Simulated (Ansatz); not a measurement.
Species: C₂H₇Al (charge 0, singlet). 
Geometry from a B3LYP-D3(BJ)/def2-TZVP (Ansatz, a first-principles code) optimisation:
```xyz
10

C     -1.7150    -0.3541     0.1600
Al     0.0163     0.5212    -0.1074
C      1.6845    -0.4967     0.0169
H     -1.9025    -0.4926     1.2314
H     -1.7402    -1.3523    -0.2865
H     -2.5529     0.2208    -0.2394
H      0.0771     2.0747    -0.4329
H      2.5057     0.0975     0.4255
H      1.5827    -1.4023     0.6198
H      2.0012    -0.8165    -0.9831
```

Basis-set convergence of Hartree-Fock and CCSD correlation energies (hartree) with Ansatz. Correlated levels leave the core frozen unless marked. No spin-orbit coupling. Non-relativistic.

```tsv
basis	functions	E(HF)	E(corr, CCSD)
aug-cc-pV(D+d)Z	141	-321.73804	-0.42938
aug-cc-pV(T+d)Z	308	-321.77110	-0.49588
aug-cc-pV(Q+d)Z	571	-321.77790	-0.51391
```

Extrapolating the two largest sets (X = 3 and 4) as X^-3: E(corr) = (64·(-0.51391) - 27·(-0.49588))/37 = -0.5271 Eh, an estimate of the basis-set limit. The largest set recovers 97.5 % of it, the smallest 81.5 %.
